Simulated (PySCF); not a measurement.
CH8F2Si3, SMILES FC[SiH2][Si@@H](F)[SiH3]. Heavy atoms are numbered as in [F:1][CH2:2][SiH2:3][Si@@H:4]([F:5])[SiH3:6]. Hydrogens are named by the atom that carries them.

Geometry: PBE0-D3(BJ)/def2-SVP. The structure was generated by enumeration; whether it is a known compound was not checked. Other conformers were not sampled.

Calculation: PBE/def2-TZVP (PySCF).

ESP charges are fitted to the potential on shells at 1.4 to 2.0 van der Waals radii. Atomic charges (e), one atom of each kind:

```tsv
atom	meta-Löwdin	ESP fit
F1	-0.30	-0.19
C2 (CH2)	-0.14	-0.03
Si3 (SiH2)	0.30	0.08
Si4 (SiH)	0.59	0.45
F5	-0.49	-0.27
Si6 (SiH3)	0.15	-0.03
H on C2	0.13	0.08
H on Si3	-0.06	-0.04
H on Si4	-0.07	-0.09
H on Si6	-0.06	-0.01
```

Question: Give the Mayer and Wiberg (Löwdin basis) orders of the bonds. (Estimate from the structure and the level; the computed values follow.)

Answer: 
| bond | Mayer | Wiberg |
|---|---|---|
| F1–C2 | 0.97 | 1.63 |
| C2–Si3 | 0.97 | 1.16 |
| Si3–Si4 | 0.93 | 1.07 |
| Si4–F5 | 1.09 | 1.69 |
| Si4–Si6 | 0.93 | 1.13 |
